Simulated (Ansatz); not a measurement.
Job for Ansatz (a quantum-chemistry and plane-wave program): R-PBE/def2-TZVPP on ClH2NPb (SMILES [NH2][Pb][Cl]), a point of a torsion scan. Elements past Kr take the def2 small-core potentials; no spin–orbit coupling.

Ansatz 0.2 input:
```yaml
crystal:
  periodic: [false, false, false]
  atoms:
    - {symbol: N, position_ang: [-0.95908292, -0.04184756, -0.17979425]}
    - {symbol: Pb, position_ang: [0.95577822, -0.92261876, -0.71219770]}
    - {symbol: Cl, position_ang: [1.85739255, -1.26531971, 1.60724188]}
    - {symbol: H, position_ang: [-1.16508153, 0.93702777, -0.06147139]}
    - {symbol: H, position_ang: [-1.34039380, -0.45651793, 0.66266950]}
basis:
  gaussian:
    orbitals: def2-TZVPP
hamiltonian:
  xc: {name: PBE}
scf: {lower_state_search: off}
```

Program output:

```
WARN ansatz: RAYON_NUM_THREADS=1 ignored (pool sized by the plan → 1); use --threads N
Functional definition: PBE
these checks for a lower state are left out or cut short: stability, starts, cluster_reference, orbital_swaps, neighbouring_geometries, increment
integrals: 0.06 GiB planned
949 factors; their error is unknown
mean field: 0.45 GiB planned
mean field evaluation 1: about -19276.9471 eV, gradient 8.1e1 eV
mean field evaluation 2: about -19179.9337 eV, gradient 1.7e2 eV
mean field evaluation 4: about -19289.2548 eV, gradient 2.3e1 eV
mean field evaluation 8: about -19290.3854 eV, gradient 2.6e-1 eV
mean field evaluation 16: about -19290.3724 eV, gradient 2.5e-4 eV
mean field -19290.37236325 eV, -708.9081088654 hartree, gradient 6.9e-6 eV, S^2 0.000000; 0 other end points of the search recorded, 0 dependent functions left out
reference -19290.37240304 eV, -708.9081103275 hartree; 24, 24 occupied and 127, 127 virtual orbitals, 949 factors
Total energy: -19290.37240304 eV, -708.9081103275 hartree
Checks for a lower state left out: stability, starts, cluster_reference, orbital_swaps, neighbouring_geometries, increment
```

Self-consistency was reached.

Cost: around 2.3 core-seconds (rough).
